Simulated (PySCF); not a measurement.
Coordinates in bohr (charge 0 multiplicity 1):
```
W     0.0000    0.0000    0.0706
O     0.0000    0.0000    3.2268
F     3.3813    0.0000   -0.8396
F     0.0000    3.3813   -0.8396
F    -3.3813    0.0000   -0.8396
F     0.0000   -3.3813   -0.8396
```

Method: PySCF, PBE0, basis W def2-SVP with ECP60, O def2-SVP, F def2-SVP (scalar-relativistic core potentials, no spin–orbit coupling, density fitting).

This geometry of WOF₄ is a stationary point at this level.

(1) What is the point group?

(2) Is it a minimum?

(3) Give the atomic charges and bond orders.

(4) What is the atomisation energy, with and without zero-point energy?

Results:

(1) C4v.

(2) Yes: all harmonic wavenumbers are real.

(3) 
```
    atom  Mulliken  Löwdin  polar tensor  Mayer order to W1
      W1      1.56    0.55          3.25                  –
      O2     -0.27   -0.07         -0.65               2.19
F3,4,5,6     -0.32   -0.12         -0.65               1.03
```

(4) 2833 kJ/mol without, 2799 kJ/mol with.

This need not be the most stable arrangement of these atoms. No spin–orbit coupling is included, which matters more the heavier the element.
